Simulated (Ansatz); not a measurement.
`[OH][Ge]([OH])([F])[F]`, charge 0, multiplicity 1.

Question: Give a relaxed structure at PBE0-D4/def2-TZVP (Ansatz 0.2.0). (Best estimate.)

Answer: Ansatz gave: 
Z-matrix (Å, degrees):
```
Ge
O 1 1.732
F 1 1.716 2 109.3
O 1 1.732 2 108.9 3 123.3
F 1 1.716 2 112.6 3 -115.4
H 2 0.961 1 112.8 3 28.4
H 4 0.961 1 112.8 2 151.7
```
Point group C2.
